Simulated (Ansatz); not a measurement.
Steps of a relaxation of `BB[SiH](O)C=N` with RKS PBE0-D4/def2-TZVP.

```sh
$ ansatz run in.yaml --threads 4 --pin off --events-out ev --progress --plain --max-ram 10444MiB
```

```yaml
crystal:
  periodic: [false, false, false]
  atoms:
    - {symbol: B, position_ang: [0.021612, -2.526710, 0.386834]}
    - {symbol: B, position_ang: [0.509160, -1.204944, 1.176524]}
    - {symbol: Si, position_ang: [0.762358, 0.307900, -0.147569]}
    - {symbol: O, position_ang: [0.322692, -0.078343, -1.723868]}
    - {symbol: C, position_ang: [-0.403267, 1.793653, 0.209270]}
    - {symbol: N, position_ang: [-1.162786, 2.059331, -0.793843]}
    - {symbol: H, position_ang: [-1.165213, -2.722951, 0.164732]}
    - {symbol: H, position_ang: [0.792135, -3.320626, -0.131647]}
    - {symbol: H, position_ang: [0.729508, -0.961006, 2.348057]}
    - {symbol: H, position_ang: [2.194143, 0.791688, -0.048793]}
    - {symbol: H, position_ang: [-0.367196, 0.592452, -1.967362]}
    - {symbol: H, position_ang: [-0.422614, 2.367104, 1.167810]}
    - {symbol: H, position_ang: [-1.790134, 2.867750, -0.625344]}
basis:
  gaussian: {orbitals: def2-TZVP}
hamiltonian: {xc: pbe0, dispersion: d4}
relax: {f_tol: 0.005, max_steps: 150}
```

Positions (Å) and forces (eV/Å) along the path, 11 of 17 steps:

```xyz
13
step=1 energy=-13909.2207 eV
B     0.022   -2.527    0.387   -0.106   -0.319   -0.135
B     0.509   -1.205    1.177    0.011    0.032    0.195
Si    0.762    0.308   -0.148   -0.157    0.117   -0.766
O     0.323   -0.078   -1.724   -0.223    0.773    0.834
C    -0.403    1.794    0.209   -0.360    0.153   -0.422
N    -1.163    2.059   -0.794    0.200    0.387    1.039
H    -1.165   -2.723    0.165    0.465    0.101    0.104
H     0.792   -3.321   -0.132   -0.288    0.338    0.218
H     0.730   -0.961    2.348   -0.103   -0.134   -0.469
H     2.194    0.792   -0.049   -0.320   -0.117   -0.060
H    -0.367    0.592   -1.967    0.549   -0.571    0.119
H    -0.423    2.367    1.168   -0.043   -0.277   -0.576
H    -1.790    2.868   -0.625    0.375   -0.484   -0.082
13
step=3 energy=-13909.3017 eV
B     0.021   -2.532    0.385    0.010   -0.168    0.275
B     0.490   -1.190    1.131   -0.022    0.069   -0.188
Si    0.751    0.327   -0.175   -0.013   -0.067   -0.024
O     0.361   -0.049   -1.732    0.008    0.078    0.173
C    -0.406    1.786    0.203    0.094   -0.092    0.028
N    -1.180    2.082   -0.757   -0.010    0.044   -0.137
H    -1.145   -2.762    0.217   -0.027    0.038   -0.083
H     0.790   -3.339   -0.058    0.016    0.030   -0.077
H     0.685   -0.960    2.286    0.005   -0.010    0.053
H     2.162    0.796   -0.066    0.053    0.031    0.016
H    -0.317    0.588   -2.010   -0.052   -0.025   -0.147
H    -0.412    2.333    1.152    0.023    0.051    0.085
H    -1.778    2.884   -0.561   -0.084    0.021    0.028
13
step=5 energy=-13909.3151 eV
B     0.015   -2.581    0.432    0.011    0.046   -0.033
B     0.469   -1.178    1.076   -0.011   -0.055    0.017
Si    0.757    0.345   -0.210    0.047   -0.018    0.017
O     0.403    0.012   -1.779   -0.056    0.012   -0.032
C    -0.401    1.787    0.209    0.021    0.097   -0.077
N    -1.187    2.108   -0.737   -0.061   -0.030    0.010
H    -1.148   -2.819    0.247   -0.012   -0.015    0.009
H     0.793   -3.394    0.018    0.009   -0.021    0.021
H     0.644   -0.926    2.234    0.004    0.011    0.004
H     2.173    0.800   -0.062   -0.008    0.006    0.008
H    -0.300    0.609   -2.080    0.035   -0.016   -0.013
H    -0.391    2.315    1.170   -0.024   -0.016    0.061
H    -1.806    2.887   -0.504    0.046   -0.001    0.009
13
step=7 energy=-13909.3169 eV
B     0.032   -2.608    0.444   -0.035    0.014    0.014
B     0.446   -1.176    1.050    0.041   -0.004    0.000
Si    0.744    0.348   -0.231   -0.092   -0.062   -0.005
O     0.379    0.019   -1.801    0.053   -0.010    0.044
C    -0.403    1.795    0.210    0.106   -0.055   -0.019
N    -1.174    2.154   -0.733   -0.023    0.048   -0.017
H    -1.124   -2.884    0.268    0.001   -0.006   -0.014
H     0.832   -3.421    0.077    0.021   -0.020    0.001
H     0.599   -0.901    2.207    0.001   -0.004    0.014
H     2.164    0.785   -0.077    0.006    0.022   -0.003
H    -0.296    0.635   -2.118   -0.029    0.045   -0.017
H    -0.405    2.280    1.195   -0.006    0.027    0.008
H    -1.774    2.940   -0.477   -0.044    0.004   -0.005
13
step=8 energy=-13909.3179 eV
B     0.029   -2.612    0.445   -0.013   -0.004    0.016
B     0.449   -1.180    1.050    0.009    0.004   -0.014
Si    0.743    0.347   -0.231   -0.036   -0.005    0.000
O     0.385    0.025   -1.803    0.014   -0.011    0.010
C    -0.401    1.799    0.206    0.033   -0.026    0.002
N    -1.181    2.153   -0.732   -0.007    0.008    0.010
H    -1.128   -2.884    0.267    0.010    0.000   -0.007
H     0.827   -3.432    0.085    0.004    0.003   -0.001
H     0.606   -0.907    2.207   -0.002   -0.003    0.002
H     2.161    0.789   -0.074    0.005    0.006   -0.001
H    -0.288    0.643   -2.123   -0.006    0.016    0.005
H    -0.397    2.290    1.190   -0.004    0.003   -0.014
H    -1.786    2.934   -0.473   -0.007    0.011   -0.008
13
step=9 energy=-13909.3183 eV
B     0.040   -2.622    0.447    0.001   -0.004   -0.011
B     0.445   -1.186    1.053   -0.010    0.025    0.008
Si    0.730    0.342   -0.229   -0.009   -0.008    0.003
O     0.362    0.017   -1.797   -0.004    0.004   -0.015
C    -0.400    1.804    0.206   -0.001   -0.003    0.006
N    -1.174    2.167   -0.734   -0.008    0.008    0.004
H    -1.112   -2.902    0.256   -0.002   -0.002    0.006
H     0.848   -3.434    0.091    0.007   -0.001    0.003
H     0.591   -0.908    2.210    0.003   -0.009   -0.001
H     2.150    0.782   -0.080    0.007    0.002    0.008
H    -0.296    0.651   -2.117   -0.003   -0.001   -0.002
H    -0.394    2.298    1.187    0.005   -0.002   -0.002
H    -1.771    2.956   -0.479    0.013   -0.009   -0.006
13
step=10 energy=-13909.3186 eV
B     0.051   -2.633    0.449   -0.005   -0.018    0.017
B     0.434   -1.190    1.050    0.007    0.020   -0.004
Si    0.717    0.338   -0.231   -0.014    0.001    0.013
O     0.343    0.015   -1.798   -0.019    0.023   -0.026
C    -0.401    1.809    0.205   -0.005    0.021   -0.012
N    -1.167    2.187   -0.736   -0.001   -0.001    0.017
H    -1.097   -2.932    0.256    0.002    0.001   -0.002
H     0.871   -3.440    0.108    0.003    0.012   -0.005
H     0.574   -0.909    2.208   -0.004   -0.009   -0.007
H     2.140    0.774   -0.084    0.005   -0.001    0.007
H    -0.301    0.663   -2.122    0.012   -0.022    0.008
H    -0.390    2.300    1.188    0.002   -0.009    0.000
H    -1.754    2.983   -0.479    0.019   -0.017   -0.006
13
step=11 energy=-13909.3187 eV
B     0.060   -2.647    0.457   -0.010    0.006   -0.032
B     0.422   -1.192    1.046    0.018   -0.006    0.005
Si    0.705    0.335   -0.236   -0.033    0.007    0.006
O     0.327    0.017   -1.803   -0.017    0.032   -0.014
C    -0.401    1.814    0.205   -0.011    0.014   -0.026
N    -1.159    2.206   -0.737    0.017   -0.005    0.036
H    -1.082   -2.963    0.259    0.015   -0.004    0.012
H     0.895   -3.441    0.120   -0.009    0.014    0.015
H     0.556   -0.907    2.204   -0.006   -0.001   -0.008
H     2.130    0.764   -0.086    0.004   -0.007    0.002
H    -0.307    0.674   -2.129    0.021   -0.030    0.020
H    -0.388    2.298    1.192    0.001   -0.006   -0.009
H    -1.737    3.007   -0.477    0.010   -0.015   -0.007
13
step=13 energy=-13909.3190 eV
B     0.064   -2.648    0.453   -0.004   -0.003    0.009
B     0.419   -1.193    1.046   -0.003   -0.002   -0.005
Si    0.701    0.335   -0.234   -0.007    0.003    0.006
O     0.322    0.018   -1.802    0.000    0.007   -0.002
C    -0.399    1.818    0.204    0.000    0.005   -0.013
N    -1.156    2.209   -0.738   -0.001   -0.001    0.011
H    -1.077   -2.973    0.261    0.007    0.001   -0.004
H     0.904   -3.437    0.119   -0.001    0.005    0.000
H     0.547   -0.910    2.205    0.002   -0.002   -0.001
H     2.128    0.756   -0.084    0.001   -0.003   -0.002
H    -0.315    0.672   -2.124    0.001   -0.004    0.002
H    -0.384    2.305    1.189    0.001   -0.001    0.002
H    -1.732    3.013   -0.481    0.005   -0.006   -0.003
13
step=15 energy=-13909.3191 eV
B     0.071   -2.655    0.454   -0.004    0.005    0.001
B     0.409   -1.195    1.045   -0.003   -0.006    0.001
Si    0.691    0.333   -0.234    0.007   -0.002   -0.005
O     0.310    0.019   -1.801    0.006   -0.004    0.004
C    -0.396    1.825    0.203    0.005   -0.001    0.002
N    -1.153    2.218   -0.738   -0.005    0.000   -0.003
H    -1.064   -2.994    0.256    0.002   -0.001   -0.001
H     0.922   -3.434    0.126    0.002    0.000    0.000
H     0.533   -0.912    2.204    0.000    0.001    0.002
H     2.122    0.743   -0.084   -0.002    0.000   -0.001
H    -0.325    0.676   -2.122   -0.006    0.005   -0.003
H    -0.376    2.314    1.187   -0.001    0.001    0.003
H    -1.723    3.027   -0.482   -0.001    0.002    0.000
13
step=17 energy=-13909.3191 eV
B     0.073   -2.656    0.455   -0.003    0.001   -0.003
B     0.404   -1.195    1.045   -0.001   -0.001    0.004
Si    0.689    0.332   -0.235    0.001    0.001   -0.002
O     0.306    0.019   -1.802   -0.002    0.003   -0.001
C    -0.394    1.827    0.203    0.000    0.002    0.000
N    -1.153    2.221   -0.736    0.001   -0.001    0.000
H    -1.059   -3.002    0.250    0.001    0.000    0.001
H     0.930   -3.432    0.133    0.001    0.000    0.001
H     0.522   -0.910    2.204    0.000    0.000   -0.002
H     2.121    0.738   -0.087   -0.001    0.000    0.000
H    -0.329    0.677   -2.122    0.002   -0.003    0.002
H    -0.370    2.316    1.187    0.000   -0.001   -0.001
H    -1.720    3.030   -0.480    0.000    0.000    0.001
```

It took 77 s on 4 threads of an Arm Neoverse V1 on a shared host, with 0.68 GiB of host memory at the peak.
